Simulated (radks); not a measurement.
Problem. Species: neutral gold. Configuration: [Xe] 4f14 5d10 6s1. All-electron calculation, Dirac Kohn-Sham, PBE, spin-unpolarised, spherical densities, point nucleus. Program: a radial shooting solver on a logarithmic mesh with Libxc functionals. Some entries of the table are withheld. Estimate them.

| orbital | occ. | eigenvalue (eV) | <r> (bohr) | <1/r> (bohr^-1) |
|---|---|---|---|---|
| 1s1/2 | 2 | -80656.51 | 0.01686 | 95.84 |
| 2s1/2 | 2 | -14219.12 | 0.07044 | 23.55 |
| 2p1/2 | 2 | -13632.99 | (1) | 23.49 |
| 2p3/2 | 4 | -11797.08 | (2) | 19.14 |
| 3s1/2 | 2 | -3355.683 | 0.1833 | 8.641 |
| 3p1/2 | 2 | -3092.667 | 0.1736 | 8.550 |
| 3p3/2 | 4 | -2687.525 | 0.1893 | 7.416 |
| 3d3/2 | 4 | (3) | 0.1648 | 7.314 |
| 3d5/2 | 6 | (4) | 0.1696 | 7.055 |
| 4s1/2 | 2 | -728.3209 | 0.4069 | 3.655 |
| 4p1/2 | 2 | -616.2150 | 0.4094 | 3.544 |
| 4p3/2 | 4 | -519.0646 | 0.4434 | 3.151 |
| 4d3/2 | 4 | -335.9221 | 0.4519 | 2.947 |
| 4d5/2 | 6 | -317.8336 | 0.4631 | 2.857 |
| 5s1/2 | 2 | -108.1090 | 0.9279 | (5) |
| 4f5/2 | 6 | -83.0207 | 0.4953 | 2.481 |
| 4f7/2 | 8 | -79.2097 | 0.5023 | 2.445 |
| 5p1/2 | 2 | -71.8194 | 1.004 | 1.349 |
| 5p3/2 | 4 | -55.3464 | 1.104 | 1.203 |
| 5d3/2 | 4 | -7.8369 | 1.571 | 0.8511 |
| 5d5/2 | 6 | -6.3115 | 1.657 | 0.8087 |
| 6s1/2 | 1 | -5.7804 | 2.867 | 0.4462 |

Solution. 
(1) 2p1/2 <r> (bohr): 0.05798
(2) 2p3/2 <r> (bohr): 0.06653
(3) 3d3/2 eigenvalue (eV): -2251.852
(4) 3d5/2 eigenvalue (eV): -2164.799
(5) 5s1/2 <1/r> (bohr^-1): 1.477
